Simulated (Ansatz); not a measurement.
Consider the ligand exchange at the Si–O bond: `B[SiH2]OBF` + `BO` → `BO[SiH2]B` + `OBF`.

Isolated molecules relaxed with PBE0-D4/def2-TZVP in Ansatz; ΔE leaves out vibrations. CCSD(T)/CBS is the MP2 limit (def2-TZVPP, def2-QZVPP) plus CCSD(T) − MP2 in def2-TZVPP, frozen cores. This one scheme is used for every species. DFT in def2-TZVPP. One conformer a species, not always the lowest.

```json
{"level": "LDA (SPW92)", "ΔE (kJ/mol)": "3.8", "difference from CCSD(T)/CBS": "0.0"}
{"level": "revPBE-D4", "ΔE (kJ/mol)": "3.4", "difference from CCSD(T)/CBS": "-0.4"}
{"level": "BLYP-D4", "ΔE (kJ/mol)": "3.5", "difference from CCSD(T)/CBS": "-0.3"}
{"level": "revPBE", "ΔE (kJ/mol)": "4.3", "difference from CCSD(T)/CBS": "0.5"}
{"level": "r2SCAN", "ΔE (kJ/mol)": "4.4", "difference from CCSD(T)/CBS": "0.6"}
{"level": "r2SCAN0", "ΔE (kJ/mol)": "4.2", "difference from CCSD(T)/CBS": "0.4"}
{"level": "RPA@PBE/def2-TZVPP", "ΔE (kJ/mol)": "4.8", "difference from CCSD(T)/CBS": "1.0"}
{"level": "SCS-MP2/def2-TZVPP", "ΔE (kJ/mol)": "3.9", "difference from CCSD(T)/CBS": "0.1"}
{"level": "SCS-MP2/def2-QZVPP", "ΔE (kJ/mol)": "3.8", "difference from CCSD(T)/CBS": "0.0"}
{"level": "HF/CBS(def2)", "ΔE (kJ/mol)": "3.8", "difference from CCSD(T)/CBS": "0.0"}
{"level": "CCSD(T)/CBS", "ΔE (kJ/mol)": "3.8", "difference from CCSD(T)/CBS": "0"}
```

Question: What do rigid-rotor, harmonic-oscillator terms from PBE0-D4/def2-TZVP frequencies (298.15 K, 1 bar) make of the CCSD(T)/CBS value? (An estimate is asked.)

Answer: The calculation gave: ΔZPE = +0.1 kJ/mol, ΔH = +2.9 kJ/mol, ΔS = -2 J/(mol·K), ΔG = +3.7 kJ/mol.

Largest T1 diagnostic among the species: 0.014.

Leaving LDA and LC-ωPBE aside and taking each functional with its dispersion term where it has one, the values, not all of them listed here, spread over 1.0 kJ/mol, from revPBE-D4 to r2SCAN-D4.
